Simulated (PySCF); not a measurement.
## Ionisation energy of Ne⁺ by level of theory

Ne⁺ [He] 2s2 2p5 (2P) → Ne²⁺ [He] 2s2 2p4 (3P), as a difference of total energies. Computed with PySCF 2.14 in dyall-acv3z (15s9p4d2f, 76 functions), with the spin-free X2C one-electron Hamiltonian (Gaussian nucleus). Correlated levels: valence: 1s2 frozen; virtual orbitals above 40 to 60 times the deepest correlated orbital energy dropped. The calculations carry no spin-orbit coupling.

Problem. Order these methods by the ionisation energy they give, lowest first.
A. MP2 (valence)
B. CCSD(T) (valence)
C. CCSD (valence)
D. UHF

Solution. D (39.254 eV), C (40.706 eV), B (40.741 eV), A (40.777 eV).

Errors of the correlated levels include the incompleteness of this basis and the frozen core.

For comparison: 40.963 eV (measured; NIST Atomic Spectra Database, ionization energies).
